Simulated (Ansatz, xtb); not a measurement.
ClFGeH4Si: 4 structures ranked

4 gas-phase structures of ClFGeH4Si, found in a search over its isomers (lower ones may exist). Each was relaxed with GFN2-xTB:

A. `[F][GeH2][SiH2]Cl`, a singlet
B. `F[SiH2][GeH2][Cl]`, a singlet
C. `[F][Ge@H]([SiH3])[Cl]`, a singlet
D. `F[Si@H](Cl)[GeH3]`, a singlet

Question: Estimate their order in r2SCAN-D4/def2-SVP energy at these geometries, lowest first.

Answer: Calculated order at r2SCAN-D4/def2-SVP: D (0.0), B (9.4), C (18.1), A (19.9) kcal/mol.

Energies above the lowest of each column, in kcal/mol; the last columns are at BLYP-D3(BJ)/def2-SVP geometries (a dash: not run or not comparable):

| structure | GFN2-xTB | HF/STO-3G | r2SCAN-D4/def2-SVP | BLYP-D3(BJ)/def2-SVP | CCSD(T)/def2-SVP + ΔMP2/def2-TZVPP |
| --- | --- | --- | --- | --- | --- |
| D | 8.7 | 0.0 | 0.0 | 0.0 | 0.0 |
| B | 0.0 | 4.5 | 9.4 | 7.8 | 8.9 |
| C | 5.9 | 14.3 | 18.1 | 15.7 | 21.2 |
| A | 14.3 | 18.3 | 19.9 | 17.7 | – |

CCSD(T)/def2-SVP + ΔMP2/def2-TZVPP puts D lowest of those it was run on; GFN2-xTB picks B. Flexible structures stand in one conformer each, not always the lowest. Frequencies (BLYP-D3(BJ)/def2-SVP) were run for B, C, D alone. The ΔMP2 step shifts differences by up to 3.4 kcal/mol, which makes them less sure. ΔMP2 is the change of the MP2 energy from the smaller to the larger basis.

Over these structures GFN2-xTB departs from r2SCAN-D4/def2-SVP by 6.7 kcal/mol on average once a common shift is removed. A GFN2-xTB relaxation took about 0.074 s and the r2SCAN-D4/def2-SVP energy about 1.2 s on a shared host (Ansatz 0.2.0, xtb 6.7.1).
